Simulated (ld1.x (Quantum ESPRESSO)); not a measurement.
europium (Eu): TM pseudisation with PBE, scalar-relativistic reference atom.

* Element: Eu
* Generator: ld1.x (Quantum ESPRESSO) 7.5
* Type: norm-conserving Troullier–Martins (Kleinman–Bylander form)
* Functional: PBE
* Relativity: scalar-relativistic
* Frozen core: [Kr] 4d10
* Valence charge: 17
* Reference configuration: 4f7 5s2 5p6 5d0 6s1 6p0 (charge +1)
* Partial waves: 5s (bound): rc 2.00 bohr; 5p (bound): rc 1.40 bohr; 4f (bound): rc 1.25 bohr; 5d (bound, empty): rc 2.80 bohr
* Local potential: the d channel
* Core correction: Bessel-smoothed model core, default radius (core density twice the valence density)

Occupied shells without a wave of their own: 6s. They enter only through the test configuration that unscreens the potential, and ld1.x also counts them in the model core charge.

Task: Estimate the cutoffs (Ry, on a coarse ladder) from which the occupation-weighted sum of valence levels, in a spherical-Bessel basis at the reference potential, stays within 10 and 1 mRy of its value at 400 Ry.

Result: 230 Ry and over 300 Ry.

Task: Does the potential have ghost states?

Result: No extra level below or beside the all-electron valence levels (s, p, f, d tested).

Task: Which valence shell sets the plane-wave cutoff?

Result: 4f: its level needs 230 Ry to come within 1 mRy, against 70 Ry for 5p.

Task: Tests: 4f7 5s2 5p6 5d0 6s2 6p0; 4f7 5s2 5p6 5d0 6s0 6p0; 4f6 5s2 5p6 5d0 6s0 6p0; 4f7 5s2 5p6 5d1 6s1 6p0; 4f7 5s2 5p6 5d0 6s1 6p1; 4f7 5s2 5p6 5d0 6s0 6p2; 4f5 5s2 5p6 5d0 6s0 6p0. Which has the largest error in its energy relative to the reference configuration, and how large is it?

Result: 4f5 5s2 5p6 5d0 6s0 6p0, with +1140 meV (all-electron minus pseudo) on +78.41 eV.

ld1.x takes every shell without a wave as core, so the model core holds the 6s electrons as well and exchange and correlation see them twice. This cancels in the reference configuration, but the file is broken for other ones, and its errors say nothing about a proper core correction.
